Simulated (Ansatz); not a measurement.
Mulliken charges of `BC(C)Br` from B3LYP/def2-TZVPP in Ansatz (PBE0-D4/def2-TZVP geometry).

```json
{"atom": "B1", "x (Å)": "-0.606", "y (Å)": "1.234", "z (Å)": "-0.432", "charge (e)": "-0.209"}
{"atom": "C2", "x (Å)": "0.087", "y (Å)": "-0.157", "z (Å)": "-0.479", "charge (e)": "-0.002"}
{"atom": "C3", "x (Å)": "0.761", "y (Å)": "-0.778", "z (Å)": "0.704", "charge (e)": "-0.229"}
{"atom": "Br4", "x (Å)": "-1.878", "y (Å)": "-0.653", "z (Å)": "-0.557", "charge (e)": "-0.064"}
{"atom": "H5", "x (Å)": "-0.794", "y (Å)": "1.838", "z (Å)": "-1.444", "charge (e)": "0.038"}
{"atom": "H6", "x (Å)": "-0.825", "y (Å)": "1.724", "z (Å)": "0.637", "charge (e)": "0.032"}
{"atom": "H7", "x (Å)": "0.468", "y (Å)": "-0.505", "z (Å)": "-1.437", "charge (e)": "0.145"}
{"atom": "H8", "x (Å)": "0.805", "y (Å)": "-1.867", "z (Å)": "0.646", "charge (e)": "0.099"}
{"atom": "H9", "x (Å)": "0.276", "y (Å)": "-0.485", "z (Å)": "1.636", "charge (e)": "0.099"}
{"atom": "H10", "x (Å)": "1.790", "y (Å)": "-0.403", "z (Å)": "0.729", "charge (e)": "0.090"}
```

Q: By hand: the dipole of these point charges (1 e Å = 4.8032 D).

A: Σ q r = (0.352, -0.255, 0.014) e Å, of length 0.435 e Å = 2.09 D.

Q: How does the dipole of the full density compare? (Estimate.)

A: The calculation gave: (0.321, -0.252, 0.042) e Å, 1.97 D; the point charges give 1.06 times that, at 5° from its direction.

Point charges leave out the atoms' own dipoles, such as those of lone pairs, and Mulliken's split depends on the basis, so the close match here is no proof of good charges.

B3LYP here is the variant with VWN-RPA as its local correlation; programs differ in this.
